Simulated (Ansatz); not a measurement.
## Molecular dynamics, step by step

SiH$_{6}$SeO, closed shell, HF/def2-SVP (Ansatz 0.2.0). Settings (timestep in fs, temperature in K; T counts 21 degrees of freedom):

```yaml
hamiltonian: {xc: hf}
md: {n_steps: 80, timestep: 1.0, temperature: 300, ensemble: nve, seed: 367, initial_velocities: maxwell_boltzmann}
```

Start, the saddle point found with PBE0-D4 in triple zeta (not stationary at another level):

Si1  (-0.586, -0.497, 0.341)
H2  (0.560, -1.466, -0.490)
H3  (-1.539, -1.553, -0.092)
H4  (-0.112, -0.770, 1.711)
O5  (-1.470, 0.806, -0.085)
H6  (1.069, -0.704, -0.360)
Se7  (1.648, 1.058, 0.157)
H8  (-1.009, 1.640, 0.054)
H9  (1.440, 1.485, -1.235)
(Å)

| step | time (fs) | potential energy less the start (meV) | kinetic energy (meV) | T (K) |
| --- | --- | --- | --- | --- |
| 0 | 0.00 | 0.0 | 271.4 | 300 |
| 5 | 5.00 | 34.3 | 237.8 | 263 |
| 10 | 10.00 | -42.1 | 317.0 | 350 |
| 15 | 15.00 | -421.3 | 686.6 | 759 |
| 20 | 20.00 | -797.1 | 1070.4 | 1183 |
| 25 | 25.00 | -1218.0 | 1490.3 | 1647 |
| 30 | 30.00 | -1741.6 | 2012.9 | 2225 |
| 35 | 35.00 | -2122.4 | 2398.1 | 2650 |
| 40 | 40.00 | -2286.9 | 2549.5 | 2818 |
| 45 | 45.00 | -2192.4 | 2470.3 | 2730 |
| 50 | 50.00 | -2386.4 | 2649.6 | 2928 |
| 55 | 55.00 | -2355.2 | 2621.9 | 2898 |
| 60 | 60.00 | -1930.9 | 2205.1 | 2437 |
| 65 | 65.00 | -1624.1 | 1893.8 | 2093 |
| 70 | 70.00 | -1956.6 | 2235.7 | 2471 |
| 75 | 75.00 | -2263.2 | 2527.3 | 2793 |
| 80 | 80.00 | -2031.3 | 2307.9 | 2551 |

Step 10, positions (Å) and forces (eV/Å):

| atom | x | y | z | Fx | Fy | Fz |
| --- | --- | --- | --- | --- | --- | --- |
| Si1 | -0.616 | -0.523 | 0.351 | 1.197 | 1.316 | 1.534 |
| H2 | 0.603 | -1.645 | -0.600 | 0.600 | 0.691 | 0.353 |
| H3 | -1.509 | -1.622 | -0.026 | -0.001 | 0.090 | -0.422 |
| H4 | -0.065 | -0.892 | 1.730 | -0.637 | 0.385 | -0.965 |
| O5 | -1.426 | 0.835 | -0.086 | -0.751 | -1.487 | -0.026 |
| H6 | 1.059 | -0.965 | -0.373 | -0.645 | -1.282 | -0.762 |
| Se7 | 1.649 | 1.067 | 0.156 | -0.206 | -0.181 | 0.248 |
| H8 | -0.980 | 1.654 | -0.162 | 0.408 | 0.463 | 0.231 |
| H9 | 1.328 | 1.658 | -1.133 | 0.033 | 0.005 | -0.191 |

Step 35, positions (Å) and forces (eV/Å):

```csv
atom,x,y,z,Fx,Fy,Fz
Si1,-0.527,-0.382,0.406,1.410,2.088,-0.493
H2,1.095,-3.440,-1.240,-1.622,-1.824,1.028
H3,-0.522,-1.463,-0.590,-0.083,0.040,0.254
H4,-0.819,-0.814,1.805,0.395,0.033,-0.421
O5,-1.504,0.858,-0.090,-0.516,-1.227,-0.041
H6,1.524,-2.975,-1.514,1.671,1.776,-1.049
Se7,1.624,1.057,0.160,-1.165,-1.566,0.763
H8,-1.232,1.702,0.208,0.055,0.673,0.182
H9,1.068,1.679,-1.022,-0.146,0.007,-0.224
```

Step 65, positions (Å) and forces (eV/Å):

| atom | x | y | z | Fx | Fy | Fz |
| --- | --- | --- | --- | --- | --- | --- |
| Si1 | -0.288 | 0.084 | 0.363 | -2.733 | -3.694 | 0.727 |
| H2 | 2.268 | -6.238 | -2.382 | 0.380 | 0.467 | -0.826 |
| H3 | -0.568 | -0.951 | -0.631 | 1.009 | -1.065 | 0.154 |
| H4 | 0.048 | -0.304 | 1.822 | -1.175 | -0.086 | -0.847 |
| O5 | -1.678 | 0.778 | -0.042 | -1.143 | 1.326 | 0.273 |
| H6 | 2.556 | -5.884 | -3.009 | -0.380 | -0.467 | 0.826 |
| Se7 | 1.544 | 0.978 | 0.196 | 4.590 | 3.035 | -1.324 |
| H8 | -2.276 | 1.103 | 0.590 | -0.667 | 0.702 | 0.539 |
| H9 | 1.479 | 1.476 | -1.197 | 0.120 | -0.217 | 0.478 |

Last step (80):

| atom | x (Å) | y (Å) | z (Å) |
| --- | --- | --- | --- |
| Si1 | -0.4410 | 0.0511 | 0.3313 |
| H2 | 2.8818 | -7.6123 | -2.9785 |
| H3 | -0.1487 | -1.2787 | -0.1710 |
| H4 | -0.5333 | -0.1182 | 1.8800 |
| O5 | -1.8636 | 0.8391 | 0.0511 |
| H6 | 3.0470 | -7.3664 | -3.7317 |
| Se7 | 1.6193 | 1.0184 | 0.1978 |
| H8 | -2.5568 | 1.0507 | 0.6345 |
| H9 | 2.1420 | 1.2889 | -1.1469 |

The run took about 49 s on 4 CPU threads of an Arm Neoverse V1 (shared host).
